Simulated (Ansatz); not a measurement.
CaCl2, charge -1, doublet, at a GFN2-xTB geometry (such geometries of metal compounds can be far from the true shape) (a state made from the parent by changing its charge; the spin is typed, not shown lowest) (a gas-phase anion, which may not be bound at this level), with bond 3-1 at 3.0 times its length; Ansatz (a quantum-chemistry and plane-wave program) with PBE/def2-SVP.

The Ansatz input:
Ansatz 0.2 input:
```yaml
crystal:
  periodic: [false, false, false]
  atoms:
    - {symbol: Ca, position_ang: [0.21041032, -0.79122363, 0.00034680]}
    - {symbol: Cl, position_ang: [1.53102219, 0.90477583, -1.61871510]}
    - {symbol: Cl, position_ang: [-5.75651189, 1.66067379, 4.85422770]}
basis:
  gaussian:
    orbitals: def2-SVP
hamiltonian:
  xc: pbe
total_charge: -1
magnetization: {spin_polarized: true, initial_magnetization: 1}
scf: {lower_state_search: off}
```

Question: Write the output that Ansatz gives for this input, abridged.

Answer: 
```
Functional definition: PBE
these checks for a lower state are left out or cut short: stability, starts, cluster_reference, orbital_swaps, neighbouring_geometries, increment
674 factors; their error is unknown
mean field evaluation 1: about -43458.5525 eV, gradient 7.6e0 eV
mean field evaluation 2: about -43156.5110 eV, gradient 8.9e1 eV
mean field evaluation 4: about -43169.3877 eV, gradient 8.3e1 eV
mean field evaluation 8: about -43459.5525 eV, gradient 2.5e-2 eV
mean field evaluation 16: about -43459.5619 eV, gradient 2.0e-1 eV
mean field evaluation 32: about -43459.5755 eV, gradient 1.8e-6 eV
mean field -43459.57552964 eV, -1597.1099427560 hartree, gradient 1.9e-6 eV, S^2 0.751516; 0 other end points of the search recorded, 0 dependent functions left out
reference -43459.57559014 eV, -1597.1099449793 hartree; 28, 27 occupied and 32, 33 virtual orbitals, 674 factors
Total energy: -43459.57559014 eV, -1597.1099449793 hartree
Checks for a lower state left out: stability, starts, cluster_reference, orbital_swaps, neighbouring_geometries, increment
```
